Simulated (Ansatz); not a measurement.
`[CH3][GeH2][Se]C` + `BF` → `C[Se]BF` + `[CH3][GeH3]`  (formal exchange of groups at the Se–Ge bond)

Program: Ansatz. Geometries: PBE0-D4/def2-TZVP. ΔE: electronic, gas phase. CCSD(T)/CBS is the MP2 limit (def2-TZVPP, def2-QZVPP) plus CCSD(T) − MP2 in def2-TZVPP, frozen cores. This one scheme is used for every species. Functionals use def2-TZVPP. HSE06 is defined as in plane-wave codes. For Ge, Se outer-core shells are correlated without core-valence functions, which leaves a few kJ/mol of doubt a bond. Scalar relativity is left out up to krypton. Each species was taken in one conformer, which may not be the lowest.

Question: Is it downhill or uphill in electronic energy at CCSD(T)/CBS, and by how much? (An estimate is asked.)

Answer: The calculation gave: Downhill: ΔE = -15.8 kJ/mol.

Question: What do these levels give: BLYP-D4, r2SCANh-D4, BHLYP-D4, CAM-B3LYP-D4, PBE-QIDH, revPBE, r2SCAN, HSE06, CCSD(T)/def2-SVP, MP2/def2-TZVPP, CCSD(T)/def2-TZVPP, MP2/CBS(def2)? (Estimate.)

Answer: The calculation gave: BLYP-D4 -17.0, r2SCANh-D4 -23.0, BHLYP-D4 -8.6, CAM-B3LYP-D4 -17.5, PBE-QIDH -18.1, revPBE -26.7, r2SCAN -26.1, HSE06 -23.7, CCSD(T)/def2-SVP -25.5, MP2/def2-TZVPP -13.4, CCSD(T)/def2-TZVPP -17.4, MP2/CBS(def2) -11.8 kJ/mol.

Question: What do rigid-rotor, harmonic-oscillator terms from PBE0-D4/def2-TZVP frequencies (298.15 K, 1 bar) make of the CCSD(T)/CBS value? (An estimate is asked.)

Answer: The calculation gave: ΔZPE = -0.1 kJ/mol, ΔH = -18.1 kJ/mol, ΔS = -8 J/(mol·K), ΔG = -15.6 kJ/mol. Modes under 50 cm⁻¹ make the entropy rough.

Largest T1 diagnostic among the species: 0.013.

From PBE to PBE0 (25 % exact exchange), in def2-TZVPP and without D4, ΔE moves by +5.0 kJ/mol. In def2-TZVPP, CCSD(T) changes the Hartree–Fock value by −11.5 kJ/mol (the triples alone add −1.6 kJ/mol) and MP2 by −7.5 kJ/mol.
